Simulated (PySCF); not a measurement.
**How methods differ on the excitation energy of Pb**

Pb [Xe] 4f14 5d10 6s2 6p2 (3P) → Pb [Xe] 4f14 5d10 6s1 6p3 (5S), as a difference of total energies. Computed with PySCF 2.14 in ANO-RCC-VTZP, with scalar relativity by spin-free X2C-1e. Correlated levels: valence: [Xe] 4f14 5d10 frozen; valence and next inner shell: [Kr] 4d10 4f14 frozen. The calculations carry no spin-orbit coupling.

```
                                method  excitation energy (eV)
                                   UHF                   4.701
                                   LDA                   7.211
                                   PBE                   6.961
                                  PBE0                   6.535
                                r2SCAN                   6.451
                                revPBE                   6.858
                                PBEsol                   6.921
                                  BLYP                   7.344
                         MP2 (valence)                   5.336
                     SCS-MP2 (valence)                   5.614
    MP2 (valence and next inner shell)                   6.487
SCS-MP2 (valence and next inner shell)                   6.593
```

Problem. How much does correlation contribute at MP2 (valence and next inner shell)?

Solution. 6.487 − (4.701) = 1.786 eV, measured against UHF.

Spin-orbit coupling is strong in these open shells (close to jj coupling). The scalar numbers leave it out and a first-order estimate fails, so it can dominate the gap to the real levels.
